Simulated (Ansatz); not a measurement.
```json
{"atom": "S", "x (Å)": "0.0108", "y (Å)": "-0.0184", "z (Å)": "-0.9068"}
{"atom": "S", "x (Å)": "-0.0294", "y (Å)": "-0.0252", "z (Å)": "0.9204"}
```

Basis set: aug-cc-pVDZ (spherical functions). Frozen core: 10 orbitals. Charge 0, multiplicity 3.

Computed with Ansatz (development build ahead of 0.2.0); each method stands on the lowest determinant of its kind that the runs found.

The atomization energy at this shape (free ground-state atoms in the same class of orbitals less the molecule, no zero-point energy) of triplet S2:

```
method  atomization energy
   UHF        175.6 kJ/mol
```

**Question.** What does UHF-MP2 give?

**Answer.** 352.5 kJ/mol.
